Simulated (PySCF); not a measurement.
Compound: C5H10BN.
InChI=1S/C5H10BN/c1-4-5-6-7(2)3/h6H,1-3H3

Computed with PySCF at PBE0/pcSseg-1, non-relativistic, on one gas-phase PBE0-D3(BJ)/def2-SVP geometry that isn't relaxed in the solvent. The solvent is an IEF-PCM continuum (cavity from Bondi-type radii × 1.2). Specific hydrogen bonds and non-electrostatic terms are outside this model.

```
run  E − E(gas) (kcal/mol)  HOMO (eV)  HOMO–LUMO gap (eV)  dipole (D)
gas                   0.00      -6.85                6.47        1.70
  P                  -1.52      -6.87                6.43        1.91
  Q                  -3.39      -6.93                6.37        2.19
```

**Question.** The runs were made in cyclohexane and dichloromethane. Which run belongs to which solvent?

**Answer.** P = cyclohexane, Q = dichloromethane. The dielectric constants are 2.017 (cyclohexane), 8.93 (dichloromethane), and the energy falls further as ε rises. In this model the ground state sees the solvent through ε alone.

**Question.** How constant is the ratio of the lowering to (ε − 1)/(2ε + 1)?

**Answer.** 
```
        solvent  (ε − 1)/(2ε + 1)  E − E(gas) (kcal/mol)  ratio (kcal/mol)  polarisation term (kcal/mol)
    cyclohexane             0.202                  -1.52              -7.6                         -1.64
dichloromethane             0.420                  -3.39              -8.1                         -3.99
```

The ratio changes by +6.7 % in size from cyclohexane to dichloromethane. The polarisation term is half the interaction of the solute with the induced surface charges.

The values belong to the conformer `[CH3:1][C:2]#[C:3][BH:4][N:5]([CH3:6])[CH3:7]`: C3–B4–N5–C6 0°.
